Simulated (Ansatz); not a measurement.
`C[O][Al]([OH])[SiH3]` and `C=[N][Al]([OH])[SiH3]` differ in one atom or group.

Ansatz, PBE0-D4/def2-TZVP geometries, multiplicity 1. Each molecule was computed in one conformer, which needn't be the lowest.

| property | `C[O][Al]([OH])[SiH3]` |
| --- | --- |
| HOMO energy (B3LYP/def2-TZVPP) / eV | -7.52 |
| LUMO energy (PBE0/def2-TZVPP) / eV | -0.82 |
| LUMO energy (PBE/def2-TZVPP) / eV | -1.58 |
| size of the dipole moment (B3LYP/def2-TZVPP) / D | 1.44 |
| HOMO–LUMO gap (PBE0/def2-TZVPP) / eV | 6.91 |
| size of the dipole moment (ωB97M-V/def2-TZVPP) / D | 1.45 |

(1) Give the same properties after the change, and the shifts. (Estimate.)

## Answers

(1) The calculation gave: 
```tsv
property	`C=[N][Al]([OH])[SiH3]`	shift
HOMO energy (B3LYP/def2-TZVPP) / eV	-6.53	0.99
LUMO energy (PBE0/def2-TZVPP) / eV	-1.13	-0.31
LUMO energy (PBE/def2-TZVPP) / eV	-2.23	-0.65
size of the dipole moment (B3LYP/def2-TZVPP) / D	2.66	1.22
HOMO–LUMO gap (PBE0/def2-TZVPP) / eV	5.60	-1.31
size of the dipole moment (ωB97M-V/def2-TZVPP) / D	2.72	1.27
```

With PBE0 the HOMO rises by 1.01 eV and the LUMO falls by 0.31 eV, so the gap narrows by about 1.32 eV. PBE moves the HOMO by 1.01 eV and ωB97M-V by 0.81 eV. Dipoles are sizes alone; their direction can turn.

B3LYP here is the variant with VWN-RPA as its local correlation; programs differ in this.
